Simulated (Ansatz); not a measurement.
Reactions of C3H6OSSi, SMILES `C=C([SiH3])OC=S`.

Gas-phase electronic energies from Ansatz, PBE0-D4/def2-TZVP geometries. CCSD(T)/CBS adds triple-zeta CCSD(T) − MP2 to the extrapolated MP2 energy (def2 sets, frozen cores). This one scheme is used for every species. Double bonds are as drawn, so ΔE can hold a change between cis and trans. DFT in def2-TZVPP. One conformer a species, not always the lowest.

```json
{"reaction": "`C=C([SiH3])OC=S` + `BS` → `BSC(=C)[SiH3]` + `OC=S`", "PBE0-D4 (kJ/mol)": "-39"}
{"reaction": "`C=C([SiH3])OC=S` + `C/C=C/N` → `C/C(C=S)=C/N` + `C=C(O)[SiH3]`", "PBE0-D4 (kJ/mol)": "-58"}
{"reaction": "`C=C([SiH3])OC=S` + `[NH2][AlH2]` → `C=C([SiH3])[NH][AlH2]` + `OC=S`", "PBE0-D4 (kJ/mol)": "-27"}
{"reaction": "`C=C([SiH3])OC=S` + `C#C[SiH3]` → `[SiH3]C#CC=S` + `C=C(O)[SiH3]`", "PBE0-D4 (kJ/mol)": "-22"}
```

**Question.** Give the CCSD(T)/CBS values in the same order. (Best estimate.)

**Answer.** Ansatz gave: -38, -48, -18, -17 kJ/mol.

Largest T1 diagnostic: 0.018, for `OC=S`.
